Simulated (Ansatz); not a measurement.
`CCC[BH][AlH2]`. Total charge 0; spin multiplicity 1.

```
atom   x (Å)   y (Å)   z (Å)
  C1  -0.028   0.243   1.738
  C2  -0.325  -0.920   0.806
  C3  -1.118  -0.487  -0.421
  B4  -0.424   0.413  -1.485
 Al5   1.667   0.807  -1.598
  H6   0.528   1.035   1.223
  H7   0.563  -0.068   2.602
  H8  -0.954   0.692   2.109
  H9   0.616  -1.382   0.481
 H10  -0.864  -1.696   1.358
 H11  -2.098  -0.080  -0.133
 H12  -1.386  -1.369  -1.036
 H13  -1.150   0.862  -2.337
 H14   2.682  -0.197  -2.314
 H15   2.292   2.146  -0.993
```

Q: What are the harmonic wavenumbers in cm⁻¹ at PBE0-D4/def2-TZVP (Ansatz, finite differences of forces, unscaled)? (Estimate.)

A: Computed: 45, 88, 137, 176, 234, 303, 332, 427, 480, 550, 609, 772, 776, 792, 822, 924, 990, 1020, 1099, 1125, 1211, 1265, 1330, 1362, 1385, 1408, 1481, 1487, 1499, 1882, 1884, 2539, 2949, 3017, 3029, 3034, 3062, 3099, 3123.

Q: Is this a minimum?

A: Yes, all 39 modes are real.

Q: Give the ideal-gas thermochemistry at 298.15 K and 1 bar (rigid rotor, harmonic oscillator; point group C1, symmetry number 1).

A: Zero-point energy 309.5 kJ/mol; H(298) − E = 334.2 kJ/mol; entropy 371.9 J/(mol·K), of which translation 164.1, rotation 113.6, vibration 94.1; G(298) − E = 223.3 kJ/mol. Modes under 100 cm⁻¹ are hindered rotations or soft bends, so the harmonic entropy is rough.

Q: And at 400, 500, 600, 800 and 1000 K?

A: 
```
T (K)  H − E (kJ/mol)  S (J/mol/K)  G − E (kJ/mol)
  400           349.0        414.5           183.2
  500           366.4        453.2           139.8
  600           386.2        489.3            92.7
  800           431.6        554.3           -11.8
 1000           482.9        611.5          -128.5
```
